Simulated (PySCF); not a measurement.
# Two-photon absorption: `C(C)(=O)C=C=C=CN`, C6H7NO

Geometry:
```csv
atom,x (Å),y (Å),z (Å)
C1,-3.245,0.038,-0.370
C2,-1.757,0.315,-0.449
O3,-1.317,1.358,-0.899
C4,-0.929,-0.767,0.057
C5,0.397,-0.677,0.057
C6,1.633,-0.522,0.034
C7,2.946,-0.308,0.001
N8,3.505,0.803,-0.541
H9,-3.533,-0.141,0.665
H10,-3.800,0.888,-0.758
H11,-3.488,-0.849,-0.952
H12,-1.417,-1.651,0.439
H13,3.638,-1.052,0.376
H14,4.471,1.018,-0.372
H15,2.891,1.553,-0.815
```

Method: TDDFT B3LYP/def2-SVPD excited states, vertical, gas phase (PySCF 2.14.0). Geometry: GFN2-xTB.

Problem. Give the one- and two-photon strengths of the lowest singlets.

Solution. δ for parallel linear polarisation; σ at the peak of a Lorentzian of half width 0.1 eV, single beam; Ω is circular over linear.
| state | E (eV) | f | photon λ (nm) | δ (au) | σ (GM) | Ω | main |
| --- | --- | --- | --- | --- | --- | --- | --- |
| S1 | 3.31 | 0.000 | 749 | <0.1 | 0.00 | – | HOMO−1→LUMO 0.97 |
| S2 | 4.03 | 0.543 | 615 | 145 | 0.86 | 0.52 | HOMO→LUMO 0.93 |
| S3 | 4.31 | 0.000 | 576 | 0.83 | 0.01 | 0.71 | HOMO−2→LUMO 0.96 |
| S4 | 4.50 | 0.000 | 551 | 9.82 | 0.07 | 1.32 | HOMO→LUMO+1 0.93 |
| S5 | 5.52 | 0.107 | 449 | 10.7 | 0.12 | 0.42 | HOMO−1→LUMO+1 0.94 |

Among these, the strongest one-photon state is S2, the strongest two-photon state S2, with a dipole change of 0.9 D (relaxed, norm of the difference vector).
